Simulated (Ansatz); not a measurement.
Species: C5H5NO, SMILES `O=C1CC=CC=N1` (charge 0, multiplicity 1).

Problem. Give a relaxed geometry from PBE0-D4/def2-SVP in Ansatz (a program for electronic structure).

Solution. the end point of this relaxation (outside a Z-matrix the atoms follow the SMILES, hydrogens last).
Cartesian coordinates (Å) in one orientation:
```xyz
12

O     -1.626    -2.089     0.140
C     -0.801    -1.239    -0.072
C     -1.184     0.228    -0.183
C     -0.099     1.174     0.190
C      1.166     0.730     0.273
C      1.436    -0.668    -0.054
N      0.553    -1.581    -0.247
H     -2.104     0.385     0.401
H     -1.480     0.418    -1.235
H     -0.347     2.226     0.363
H      2.001     1.390     0.521
H      2.490    -0.966    -0.165
```
